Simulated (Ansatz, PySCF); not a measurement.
Species: sum formula HSiO2, net charge 0, doublet state. It need not be the lowest isomer of its formula. 
Structure (B3LYP-D3(BJ)/def2-TZVP (Ansatz, an electronic-structure program) minimum search):
SMILES: [O][Si]O
```xyz
4

Si    -0.3586    -0.1016    -0.1448
O     -0.5497    -0.1792     1.3687
O      1.0441     0.3150    -0.8842
H      1.0643     0.3351    -1.8479
```
Charge 0, spin multiplicity 2.

Quantity: vertical ionisation energy (to the singlet state of charge +1; each state is the SCF solution reached for its spin; for the singlet the Hartree-Fock reference is unstable and T1 is 0.027), in eV. Correlated levels leave the core frozen unless marked. Open shells are spin-unrestricted. No spin-orbit coupling. Non-relativistic. Basis-set limits of correlation are two-point, X^-3; Hartree-Fock from the larger set. [CCSD(T)-MP2]/basis is that difference in the basis named.

```tsv
level	program	vertical ionisation energy (eV)	minus last row
HF/aug-cc-pV(Q+d)Z	Ansatz	10.22	0.31
r2SCAN/def2-TZVPD	Ansatz	10.10	0.19
RI-MP2/aug-cc-pV(T+d)Z	Ansatz	9.75	-0.16
RI-MP2/aug-cc-pV(Q+d)Z	Ansatz	9.79	-0.12
RI-MP2/CBS(aug-cc-pV(T+d)Z,aug-cc-pV(Q+d)Z)	Ansatz	9.81	-0.10
RI-MP2/CBS(aug-cc-pV(T+d)Z,aug-cc-pV(Q+d)Z)+[CCSD(T)-MP2]/aug-cc-pV(D+d)Z	Ansatz	9.89	-0.02
RI-MP2/CBS(aug-cc-pV(T+d)Z,aug-cc-pV(Q+d)Z)+[CCSD(T)-MP2]/aug-cc-pV(T+d)Z	Ansatz	9.91	0.00
```

For comparison, minus the highest occupied orbital energy (PySCF): 8.04 eV at MN15/def2-TZVPD, 7.68 eV at PW6B95/def2-TZVPD, 6.44 eV at TPSS/def2-TZVPD.
